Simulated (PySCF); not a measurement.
Vertical excitations of a molecule C4H4ClF from TDA-PBE/def2-SVPD (PySCF 2.14.0), as energy in eV (oscillator strength): 4.26 (0.000), 5.91 (0.002), 6.12 (0.003), 6.17 (0.045), 6.26 (0.088), 6.60 (0.025), 6.73 (0.004), 6.86 (0.129), 7.09 (0.019), 7.13 (0.126). Lowest triplet (TDA): 3.87 eV. Geometry optimised at B3LYP-D3(BJ)/def2-SVP. The values are those of a single conformer.

Pick the molecule that these values belong to.
(A) F[C@H]1C=C(Cl)C1
(B) F/C=C\C=C/Cl
(C) CC(Cl)=C=CF
(D) CC=C=C(F)Cl

D, CC=C=C(F)Cl
